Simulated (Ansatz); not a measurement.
Relaxation of C3H5BS (10 atoms, charge 0, multiplicity 1), to a largest force component of 0.015 eV/Å in at most 40 steps.

These are results of RKS LDA/6-31G* (Ansatz), not measurements.

```xyz
10
Properties=species:S:1:pos:R:3
B -1.504 1.291 -0.923
C -0.195 0.576 -0.861
C 0.659 -0.313 -0.121
C 0.989 -1.119 1.115
S 1.286 0.213 -1.611
H -2.329 1.257 -0.052
H -1.778 2.006 -1.871
H 1.947 -1.603 1.055
H 0.881 -0.455 2.053
H 0.127 -1.903 1.219
```

Problem. Where does it end, and by what steps?

Solution. The forces met the threshold. After 8 steps the energy has fallen by 1.122 eV; S5 moved furthest, 0.24 Å.

```tsv
step	energy less start (eV)	largest force component (eV/Å)	accepted
0	0.0000	4.682	yes
1	-0.7288	2.730	yes
2	-1.0042	1.616	yes
3	-0.9975	1.089	no
4	-1.1025	0.383	yes
5	-1.1185	0.149	yes
6	-1.1211	0.099	yes
7	-1.1217	0.030	yes
8	-1.1219	0.011	yes
```

```xyz
10
Properties=species:S:1:pos:R:3
B -1.514 1.299 -0.886
C -0.298 0.523 -0.666
C 0.633 -0.262 -0.143
C 0.916 -1.068 1.048
S 1.483 0.084 -1.590
H -2.328 1.244 0.011
H -1.726 1.955 -1.872
H 1.915 -1.530 0.994
H 0.849 -0.436 1.954
H 0.151 -1.861 1.152
```

Whether the end is a true minimum wasn't checked by a vibrational analysis.

The run took 25 s on 1 thread of Intel(R) Xeon(R) Processor @ 2.70GHz, with other jobs on the host, peak memory 0.13 GiB.
